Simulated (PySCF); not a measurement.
C3H11PSSi2.
Cartesian coordinates in Å at the GFN2-xTB level; atoms count from 1:
```
atom  x, y, z in Å
C1    -2.5109    0.7393   -0.0363
C2    -1.9158   -0.2430   -0.6851
C3    -0.9620   -1.2359   -0.0997
Si4   -0.2184   -0.8468    1.6090
S5     0.6851    1.1187    1.6692
Si6    1.6112    1.3476   -0.2499
P7     2.7224   -0.5097   -0.8355
H8    -2.3369    0.9240    1.0110
H9    -3.1957    1.4083   -0.5294
H10   -2.1235   -0.3881   -1.7400
H11   -0.1403   -1.3852   -0.8093
H12   -1.4704   -2.2025   -0.0395
H13    0.8429   -1.8132    1.8878
H14   -1.1858   -0.7803    2.6955
H15    2.4316    2.5403   -0.0723
H16    0.5777    1.5602   -1.2625
H17    3.4287    0.1132   -1.8469
H18    3.7512   -0.3406    0.0729
```

Computed, not measured: CAM-B3LYP/def2-SVPD in PySCF (dipole) on a GFN2-xTB geometry, gas phase.

Masses are those of the commonest isotopes; rigid-rotor values at the optimised geometry. The values belong to one conformer with, in the numbering `[CH2:1]=[CH:2][CH2:3][SiH2:4][S:5][SiH2:6][PH2:7]`, C1–C2–C3–Si4 -15°, C2–C3–Si4–S5 -53°, C3–Si4–S5–Si6 -38°, Si4–S5–Si6–P7 -45°, S5–Si6–P7–H -165° and -72°.

Problem. Give the principal moments of inertia and the rotational constants in cm⁻¹.

Solution. Ia = 337.37, Ib = 631.34, Ic = 678.85 u·Å²; 505379 MHz·u·Å²/I gives 1498, 800.5 and 744.5 MHz, that is A = 0.04997, B = 0.02670, C = 0.02483 cm⁻¹.

Problem. Classify the top.

Solution. An asymmetric top; Ray's κ = -0.851.

Problem. Is it planar, by Δ = Ic − Ia − Ib?

Solution. Not planar: Δ = Ic − Ia − Ib = -289.86 u·Å². For a rigid frame Δ = −2 Σ m c², so Σ m c² = 144.93 u·Å² lies off the ab plane: 26.92 from hydrogen and 118.01 from heavier atoms. The atom farthest from that plane is 2.51 Å away.

Problem. Give the other two planar moments, Paa and Pbb, and the rms extents of the mass along the axes.

Solution. Paa = Σ m a² = (Ib + Ic − Ia)/2 = 486.41 and Pbb = Σ m b² = (Ia + Ic − Ib)/2 = 192.44 u·Å². With the mass M = 165.99 u, the rms extents √(P/M) along a, b and c are 1.71, 1.08, 0.93 Å.

Problem. List the rotational levels J(Ka,Kc) to J = 2 (MHz).

Solution. Above 0(0,0):
J = 1: 1(0,1) 1545, 1(1,1) 2242, 1(1,0) 2299
J = 2: 2(0,2) 4632, 2(1,2) 5276, 2(1,1) 5444, 2(2,1) 7537, 2(2,0) 7540

Problem. Which types of transition are allowed, and where do some lines up to J = 2 fall?

Solution. The dipole components are |μa| = 0.27 D, |μb| = 1.56 D, |μc| = 0.09 D. The squared components, which scale the intensities, stand as 0.03 : 1.00 : 0.00 (a : b : c). Some lines, for components of 0.1 D or more:

```
type  branch         J(Ka,Kc)   MHz  lower level (cm⁻¹)
   b       Q  1(1,0) ← 1(0,1)   754               0.052
   b       Q  2(1,1) ← 2(0,2)   813               0.154
   a       R  1(0,1) ← 0(0,0)  1545               0.000
   b       Q  2(2,0) ← 2(1,1)  2096               0.182
   b       R  1(1,1) ← 0(0,0)  2242               0.000
   b       Q  2(2,1) ← 2(1,2)  2261               0.176
   b       R  2(0,2) ← 1(1,1)  2389               0.075
   a       R  2(1,2) ← 1(1,1)  3034               0.075
   a       R  2(0,2) ← 1(0,1)  3087               0.052
   a       R  2(1,1) ← 1(1,0)  3146               0.077
   b       R  2(1,2) ← 1(0,1)  3731               0.052
   b       R  2(2,1) ← 1(1,0)  5239               0.077
   b       R  2(2,0) ← 1(1,1)  5298               0.075
```

GFN2-xTB frequencies: not computed here. No vibrational averaging or centrifugal distortion is included, and the geometry carries the error of its method.

On Intel Xeon at 2.50 GHz, one thread, on a shared host, this took 3.3 min of wall time (grids of density and orbitals included) and 1.1 GiB of memory at its peak. This is the CAM-B3LYP/def2-SVPD job that gave the dipole, with the excitations it also computed.
